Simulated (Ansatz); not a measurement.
Cost and result for the atomization energy of Al$_{2}$Cl$_{2}$H$_{6}$N$_{2}$ (`[Cl][Al@H-]1[NH2+][Al@@H-]([Cl])[NH2+]1`) (12 atoms, 12 bonds).

```xyz
12

Cl   -1.671   -0.878    2.295
Al   -0.112    0.230    1.380
N    -0.804    1.059   -0.235
Al    0.297   -0.070   -1.370
Cl   -0.966   -1.396   -2.439
N     0.915   -0.964    0.241
H     0.801    1.204    2.223
H    -1.801    0.912   -0.368
H    -0.639    2.056   -0.320
H     1.444    0.732   -2.100
H     0.618   -1.933    0.303
H     1.918   -0.952    0.390
```

Charge 0, multiplicity 1. The geometry is a stationary point of PBE0-D4/def2-TZVP. Program: Ansatz. All runs use 2 threads of an AMD EPYC 7R13 on a shared host and a share of an NVIDIA H100 80 GB. Times are those of one run each, without the atoms' runs, and a repeat can differ threefold. Electronic energies, without spin–orbit coupling; frozen cores. CCSD(T)/CBS adds CCSD(T) − MP2 in def2-TZVPP to the MP2 limit, and its time is that of the two runs behind it. T1 = 0.008.

CCSD(T)/CBS is a level of theory with its own doubt, some kJ/mol a heavy atom from the limit and from the frozen cores, so smaller differences don't rank the functionals.

| level | functions | wall time |
| --- | --- | --- |
| CCSD(T)/def2-SVP | 130 | 4.6 s |
| revPBE-D4/def2-TZVPP | 314 | 4.7 s |
| PBE-QIDH/def2-TZVPP | 314 | 4.8 s |
| r2SCANh-D4/def2-TZVPP | 314 | 4.8 s |
| BHLYP-D4/def2-TZVPP | 314 | 4.8 s |
| BLYP-D4/def2-TZVPP | 314 | 4.9 s |
| PBE-D4/def2-TZVPP (with forces) | 314 | 5.5 s |
| r2SCAN-D4/def2-TZVPP (with forces) | 314 | 6 s |
| MP2/def2-QZVPP | 574 | 6.5 s |
| B97M-V/def2-TZVPP | 314 | 7.5 s |
| ωB97X-V/def2-TZVPP | 314 | 9 s |
| CCSD(T)/def2-TZVPP | 314 | 11 s |
| CCSD(T)/CBS(def2) | – | 18 s |

**Question.** What atomization energy does each give, and how far from CCSD(T)/CBS? (Best estimate.)

**Answer.** The calculation gave: 
```
                             level  atomization (kcal/mol)  difference from CCSD(T)/CBS  per bond
                  CCSD(T)/def2-SVP                   911.3                        -66.6      -5.5
              revPBE-D4/def2-TZVPP                   954.6                        -23.3      -1.9
               PBE-QIDH/def2-TZVPP                   963.2                        -14.7      -1.2
             r2SCANh-D4/def2-TZVPP                   969.4                         -8.5      -0.7
               BHLYP-D4/def2-TZVPP                   951.1                        -26.8      -2.2
                BLYP-D4/def2-TZVPP                   963.7                        -14.2      -1.2
   PBE-D4/def2-TZVPP (with forces)                   975.7                         -2.2      -0.2
r2SCAN-D4/def2-TZVPP (with forces)                   974.6                         -3.3      -0.3
                    MP2/def2-QZVPP                   980.7                          2.8       0.2
                 B97M-V/def2-TZVPP                   984.7                          6.8       0.6
                ωB97X-V/def2-TZVPP                   980.1                          2.2       0.2
                CCSD(T)/def2-TZVPP                   946.8                        -31.1      -2.6
                 CCSD(T)/CBS(def2)                   977.9                          0.0       0.0
```

At CCSD(T), def2-SVP lies −66.6 kcal/mol from the extrapolated value and def2-TZVPP −31.0 kcal/mol: correlation converges slowly with the basis, and small sets miss more of it in the bonded molecule than in its fragments. From r2SCAN to r2SCAN0 (25 % exact exchange), in def2-TZVPP and without D4, the atomization energy moves by −13.2 kcal/mol: exact exchange takes away binding that semilocal exchange gives to molecules. Leaving LDA and LC-ωPBE aside and taking each functional with its dispersion term where it has one, the values spread over 33.6 kcal/mol, from BHLYP-D4 to B97M-V. LDA lies +121.0 kcal/mol from PBE without D4, its usual overbinding.
